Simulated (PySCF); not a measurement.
## Radial density of Rb (rubidium, neutral)

UHF, [Kr] 5p1, 2P determinant (an excited configuration). Computed with PySCF 2.14 in aug-cc-pVQZ-X2C, with scalar relativity by spin-free X2C-1e.

| r (bohr) | 4πr²ρ (e/bohr) | 4πr²(ρα − ρβ) |
| --- | --- | --- |
| 0.0396 | 42.69 | 0.0004 |
| 0.0666 | 39.07 | 0.0011 |
| 0.112 | 54.41 | 0.0012 |
| 0.188 | 41.84 | 0.0000 |
| 0.317 | 34.36 | 0.0030 |
| 0.533 | 32.86 | 0.0010 |
| 0.897 | 8.738 | 0.0066 |
| 1.51 | 6.001 | 0.0108 |
| 2.54 | 1.476 | 0.0020 |
| 4.27 | 0.1318 | 0.0895 |
| 7.18 | 0.1517 | 0.1516 |
| 12.1 | 0.03438 | 0.0344 |
| 20.3 | 0.0004096 | 0.0004 |

Densities and radii are taken from the X2C orbitals without a picture-change correction, which distorts them close to the nucleus.
